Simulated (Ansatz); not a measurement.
Gas-phase electronic energies from Ansatz, PBE0-D4/def2-TZVP geometries. CBS: MP2 limit from def2 TZ/QZ plus the TZ coupled-cluster correction, frozen cores. This one scheme is used for every species. For Sc outer-core shells are correlated without core-valence functions, which leaves a few kJ/mol of doubt a bond. Scalar relativity is left out up to krypton. One conformer a species, not always the lowest.

Consider the formal exchange of groups at the Sc–O bond: `[OH][Sc]([Cl])[O][SiH3]` + CH₄ → `[CH3][Sc]([Cl])[O][SiH3]` + H₂O.

```tsv
species	CCSD(T)/CBS(def2) energy (Eh)
`[OH][Sc]([Cl])[O][SiH3]`	-1662.05135
CH₄	-40.46206
`[CH3][Sc]([Cl])[O][SiH3]`	-1626.05895
H₂O	-76.37941
```

**Question.** Work out ΔE.

**Answer.** ΔE = (-1626.05895) + (-76.37941) − (-1662.05135) − (-40.46206) = 0.07505 Eh = +197.0 kJ/mol.

Largest T1 diagnostic among the species: 0.015.

At CCSD(T), def2-SVP lies +31.2 kJ/mol from the extrapolated value and def2-TZVPP +5.8 kJ/mol. From r2SCAN to r2SCAN0 (25 % exact exchange), in def2-TZVPP and without D4, ΔE moves by −3.1 kJ/mol.
